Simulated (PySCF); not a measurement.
SMILES S[CH2][GeH3], PBE0/def2-SVP optimised geometry.

```
9

S      1.98    -0.98     0.00
C      0.16    -0.98     0.00
Ge    -0.61     0.83     0.00
H      2.15    -0.28    -1.14
H     -0.13    -1.49     0.93
H     -0.23    -1.58    -0.83
H     -0.07     1.58    -1.23
H     -0.18     1.57     1.28
H     -2.15     0.76    -0.07
```

Density from PBE0/def2-TZVP in PySCF 2.14.0 at that geometry.

Minimum of the electron density along straight lines between bonded atoms, close to the bond critical point (lines longer than 1.1 times the sum of covalent radii, or with two minima, are not listed):

```tsv
bond	length / Å	ρ at the minimum / e bohr⁻³	∇²ρ there / e bohr⁻⁵	position (fraction from the first atom)
S1–C2	1.818	0.178	-0.28	0.53
C2–Ge3	1.964	0.126	…	0.53
S1–H4	1.351	…	…	0.64
C2–H5	1.101	0.271	-0.91	0.65
C2–H6	1.101	0.273	-0.92	0.65
Ge3–H7	1.541	0.132	0.06	0.59
Ge3–H8	1.537	0.134	0.05	0.59
Ge3–H9	1.544	0.131	0.06	0.59
```

Q: Complete the blanks.

A: 
- C2–Ge3, ∇²ρ there / e bohr⁻⁵: 0.10
- S1–H4, ρ at the minimum / e bohr⁻³: 0.214
- S1–H4, ∇²ρ there / e bohr⁻⁵: -0.62
